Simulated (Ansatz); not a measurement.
A structure relaxed at PBE0-D4/def2-SVP in Ansatz, charge 0, doublet:

```xyz
7

Rb   -0.2979   -1.3070    2.3503
Rb   -2.3662   -0.3980   -1.1763
Rb    2.8125    4.1580   -0.7100
Rb    2.7567   -0.3800   -1.7076
I    -3.6871   -0.9301    1.9481
I     0.4294    1.6256    0.1898
I     0.3526   -2.7685   -0.8942
```

Question: Give its formula and point group.

Answer: the cluster Rb₄I₃. Point group Cs (tolerance 0.1 Å).

Question: Summarise the bond lengths by kind (pairs closer than 1.2 times the sum of covalent radii, bridged metal pairs left out).

Answer: 9 × I–Rb 3.43 to 3.71 Å.

In the def2 sets I, Rb take a core potential; there is no spin–orbit coupling. Another isomer (doublet) lies 0.43 eV lower at PBE0-D4/def2-TZVP; other spin states weren't run for this one.
